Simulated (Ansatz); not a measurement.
`[OH][Ge][O][SiH3]` + H₂ → `[OH][GeH]` + silanol at 700 K and 1 bar (hydrogenolysis of a Ge–O bond).

Computed with Ansatz on PBE0-D4/def2-TZVP structures; ΔE is electronic, products minus reactants. CCSD(T)/CBS is the MP2 limit (def2-TZVPP, def2-QZVPP) plus CCSD(T) − MP2 in def2-TZVPP, frozen cores. This one scheme is used for every species. For Ge outer-core shells are correlated without core-valence functions, which leaves a few kJ/mol of doubt a bond. Scalar relativity is left out up to krypton. Each species was taken in one conformer, which may not be the lowest.

```csv
species,CCSD(T)/CBS energy (Eh),H − E (kJ/mol),S (J/(mol·K))
`[OH][Ge][O][SiH3]`,-2518.03462,181.3,451.5
H₂,-1.17544,46.8,155.3
`[OH][GeH]`,-2152.47759,86.1,302.2
`O[SiH3]`,-366.69042,144.6,321.6
```

H − E and S are ideal-gas, rigid-rotor, harmonic terms from PBE0-D4/def2-TZVP, for one conformer and one mirror image of each species. The MP2-based limit puts H₂ 0.8 mEh under its directly extrapolated value; such offsets cancel only in part. 1 Eh = 2625.50 kJ/mol, R = 8.31446 J/(mol·K).

**Question.** By hand: ΔE, ΔH, ΔS and ΔG.

**Answer.** ΔE = (-2152.47759) + (-366.69042) − (-2518.03462) − (-1.17544) = 0.04205 Eh = 110.4 kJ/mol. Δ(H − E) = 86.1 + 144.6 − 181.3 − 46.8 = 2.6, so ΔH = 113.0 kJ/mol. ΔS = 302.2 + 321.6 − 451.5 − 155.3 = 17.0 J/(mol·K). ΔG = 113.0 − 700 × (17.0)/1000 = 101.1 kJ/mol.

**Question.** By hand: the equilibrium constant, and the temperature at which ΔG would vanish if ΔH and ΔS stayed fixed.

**Answer.** log₁₀ K = −ΔG/(RT ln 10) = -7.5. ΔG = 0 at ΔH/ΔS = 6647 K, far beyond where these terms or the molecules hold.

ΔH outweighs TΔS. A doubt of 5 kJ/mol in ΔE shifts log₁₀ K by 0.4 here. Other conformers and mirror images would add mixing entropy, several J/(mol·K) or more a flexible species. Modes under 60 cm⁻¹, often nearly free rotors, make the harmonic entropy too high. These are equilibria of isolated gas molecules and say nothing of rates. Largest T1 diagnostic: 0.016 (customary marks: 0.02 for closed shells, 0.045 for open ones).
